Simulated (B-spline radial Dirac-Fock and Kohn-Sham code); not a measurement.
**Kohn-Sham estimates against Dirac-Fock for the levels of Rh⁴⁺**

System: the Rh⁴⁺ ion, [Kr] 4d5.

The density-functional columns are spherical, spin-unpolarised Dirac-Kohn-Sham results without Breit or QED terms: −ε is minus the orbital energy of the initial state and ΔSCF the difference of two total energies. The reference in the last column comes from multi-electron Dirac-Fock with separately optimised hole states, Breit and Lamb-shift corrections added in first order. All numbers are from a radial finite-basis atomic code, in eV; a selection of levels is shown. For the 1s level of heavy atoms much of the gap between ΔSCF and the reference is the Breit and QED part, -68.1 eV here; for other levels the error of the functional can be larger.

```
level   LDA −ε  LDA ΔSCF   PBE −ε  PBE ΔSCF  Dirac-Fock
   1s  23050.1   23348.3  23079.9   23379.0     23287.7
   2s   3388.8    3442.5   3392.2    3445.8      3487.1
2p1/2   3143.7    3209.8   3144.8    3210.8      3216.4
2p3/2   2999.3    3062.3   3000.2    3063.1      3073.9
   3s    649.7     669.7    650.8     670.8       698.6
3p1/2    553.7     574.1    554.0     574.4       592.3
3p3/2    528.8     548.7    529.1     549.0       567.1
3d3/2    358.2     379.4    357.8     379.1       379.8
3d5/2    353.2     374.4    352.9     374.0       375.1
   4s    135.0     144.8    135.0     144.8       151.7
4p1/2    105.2     114.6    105.1     114.5       116.2
4p3/2    101.0     110.3    100.9     110.2       112.1
   4d    54.79     62.79    54.58     62.59       61.12
```

Problem. Order the estimates of the K (1s) level by their distance from the Dirac-Fock value, nearest first.
A. PBE −ε
B. LDA −ε
C. LDA ΔSCF
D. PBE ΔSCF

Solution. C (60.6 eV), D (91.3 eV), A (207.8 eV), B (237.6 eV).

Values without a named source are computed, but for edge energies of neutral atoms, which are taken from tables.
